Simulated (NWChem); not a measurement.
Isomers of C$_{2}$H$_{4}$BF$_{2}$N, each optimised at B3LYP/6-31G* with NWChem, gas phase unless a solvent is named. Flexible species stand in one conformer each, which need not be the lowest. Pople sets run with spherical d functions. Relative energies count from the lowest isomer at each level and are electronic, without zero-point energy, on those geometries.

A: N(/B(F)F)=C\C
B: C/N=C/B(F)F
C: C=C(F)B(N)F
D: NB(F)/C=C\F

```json
[
 {"quantity": "relative energy, B3LYP/6-31G* (kcal/mol)", "A": "0.0", "B": "23.8", "C": "36.0", "D": "32.1"},
 {"quantity": "relative energy, PBE/def2-SVP (kcal/mol)", "A": "0.0", "B": "24.8", "C": "31.4", "D": "26.7"},
 {"quantity": "relative energy, B3LYP/def2-SVP (kcal/mol)", "A": "0.0", "B": "25.3", "C": "32.7", "D": "28.2"},
 {"quantity": "relative energy, PW6B95/def2-SVP (kcal/mol)", "A": "0.0", "B": "25.9", "C": "32.6", "D": "27.8"}
]
```
